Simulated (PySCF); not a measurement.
Species: GeH2(NHiPr)2, C6H18GeN2.
Cartesian coordinates in Å at the PBE0-D3(BJ)/def2-SVP level; atoms count from 1:
```xyz
27
C6H18GeN2 angstrom
Ge     0.2056   -0.0070    0.2528
H     -0.1235    0.3326    1.7264
H      1.7050   -0.3787    0.1556
N     -0.1526    1.3056   -0.9828
C      0.4602    2.6243   -1.0103
C      1.9759    2.5205   -0.9316
C     -0.0869    3.5655    0.0621
H     -1.1583    1.3651   -1.1279
H      0.2192    3.0681   -1.9957
H      2.3018    2.1437    0.0525
H      2.4417    3.5067   -1.0751
H      2.3605    1.8348   -1.7006
H      0.1551    3.1900    1.0703
H      0.3333    4.5795   -0.0343
H     -1.1831    3.6473   -0.0091
N     -0.9849   -1.2789   -0.3319
C     -1.1332   -2.6118    0.2318
C     -1.3026   -2.5473    1.7424
C     -0.0008   -3.5608   -0.1589
H     -0.9705   -1.3106   -1.3492
H     -2.0726   -3.0291   -0.1795
H     -0.3803   -2.1963    2.2349
H     -1.5333   -3.5423    2.1508
H     -2.1151   -1.8579    2.0145
H      0.9604   -3.2115    0.2535
H     -0.1798   -4.5823    0.2134
H      0.1060   -3.6151   -1.2539
```

Theory: PBE0-D3(BJ)/def2-SVP geometry optimisation, gas phase in PySCF 2.14.0.

Masses are those of the commonest isotopes; rigid-rotor values at the optimised geometry. The values belong to one conformer.

Problem. Give the principal moments of inertia and the rotational constants in MHz.

Solution. Ia = 169.50, Ib = 966.50, Ic = 1009.64 u·Å²; 505379 MHz·u·Å²/I gives A = 2982, B = 522.9, C = 500.6 MHz.

Problem. What kind of rotor is it?

Solution. A near-prolate asymmetric top; Ray's κ = -0.982.

Problem. What does the inertial defect say?

Solution. Not planar: Δ = Ic − Ia − Ib = -126.36 u·Å². For a rigid frame Δ = −2 Σ m c², so Σ m c² = 63.18 u·Å² lies off the ab plane: 21.05 from hydrogen and 42.13 from heavier atoms. The atom farthest from that plane is 1.64 Å away.

Problem. Give the other two planar moments, Paa and Pbb, and the rms extents of the mass along the axes.

Solution. Paa = Σ m a² = (Ib + Ic − Ia)/2 = 903.32 and Pbb = Σ m b² = (Ia + Ic − Ib)/2 = 106.32 u·Å². With the mass M = 192.07 u, the rms extents √(P/M) along a, b and c are 2.17, 0.74, 0.57 Å.

Problem. Where do the levels up to J = 5 lie, in MHz?

Solution. Above 0(0,0):
J = 1: 1(0,1) 1023, 1(1,1) 3482, 1(1,0) 3505
J = 2: 2(0,2) 3070, 2(1,2) 5507, 2(1,1) 5574, 2(2,1) 12950, 2(2,0) 12950
J = 3: 3(0,3) 6140, 3(1,3) 8544, 3(1,2) 8678, 3(2,2) 16020, 3(2,1) 16021, 3(3,1) 28370, 3(3,0) 28370
J = 4: 4(0,4) 10232, 4(1,4) 12592, 4(1,3) 12816, 4(2,3) 20114, 4(2,2) 20116, 4(3,2) 32464, 4(3,1) 32464, 4(4,1) 49754, 4(4,0) 49754
J = 5: 5(0,5) 15346, 5(1,5) 17653, 5(1,4) 17988, 5(2,4) 25231, 5(2,3) 25236, 5(3,3) 37582, 5(3,2) 37582, 5(4,2) 54871, 5(4,1) 54871, 5(5,1) 77100, 5(5,0) 77100

Problem. Predict some low-J microwave lines.

Solution. The dipole components are |μa| = 0.00 D, |μb| = 0.00 D, |μc| = 0.39 D; the symmetry axis of this C2 structure is c, so μa and μb vanish by symmetry and there are no a-type or b-type lines. Some lines, for components of 0.1 D or more:

| type | branch | J(Ka,Kc) | MHz | lower level (cm⁻¹) |
| --- | --- | --- | --- | --- |
| c | Q | 4(1,4) ← 4(0,4) | 2360 | 0.341 |
| c | Q | 2(1,2) ← 2(0,2) | 2437 | 0.102 |
| c | R | 1(1,0) ← 0(0,0) | 3505 | 0.000 |
| c | R | 2(1,1) ← 1(0,1) | 4550 | 0.034 |
| c | R | 3(1,2) ← 2(0,2) | 5607 | 0.102 |
| c | R | 4(1,3) ← 3(0,3) | 6676 | 0.205 |
| c | Q | 3(2,2) ← 3(1,2) | 7343 | 0.289 |
| c | Q | 2(2,1) ← 2(1,1) | 7376 | 0.186 |
| c | R | 2(2,0) ← 1(1,0) | 9446 | 0.117 |
| c | R | 2(2,1) ← 1(1,1) | 9468 | 0.116 |
| c | R | 3(2,1) ← 2(1,1) | 10447 | 0.186 |
| c | R | 4(2,2) ← 3(1,2) | 11439 | 0.289 |
| c | Q | 3(3,1) ← 3(2,1) | 12349 | 0.534 |
| c | R | 3(3,0) ← 2(2,0) | 15420 | 0.432 |
| c | R | 3(3,1) ← 2(2,1) | 15420 | 0.432 |
| c | Q | 4(4,1) ← 4(3,1) | 17289 | 1.083 |
| c | R | 5(3,3) ← 4(2,3) | 17468 | 0.671 |
| c | R | 4(4,1) ← 3(3,1) | 21383 | 0.946 |
| c | Q | 5(5,1) ← 5(4,1) | 22229 | 1.830 |
| c | R | 5(5,1) ← 4(4,1) | 27347 | 1.660 |

Problem. Estimate the classical rotational partition function at 25 K, 100 K and 298.15 K.

Solution. Point group C2, symmetry number σ = 2; q = (√π/σ)·√((kT/h)³/(ABC)), k/h = 20836.6 MHz/K: 11900 at 25 K, 95400 at 100 K, 491000 at 298.15 K.

Whether it is a minimum is left open (no frequencies). Constants of a rigid frame at the computed geometry: no zero-point averaging, no centrifugal distortion. A rigid rotor knows nothing of inversion at nitrogen or internal rotation, which can split or shift real lines. Quadrupole hyperfine structure (14N) is left out.
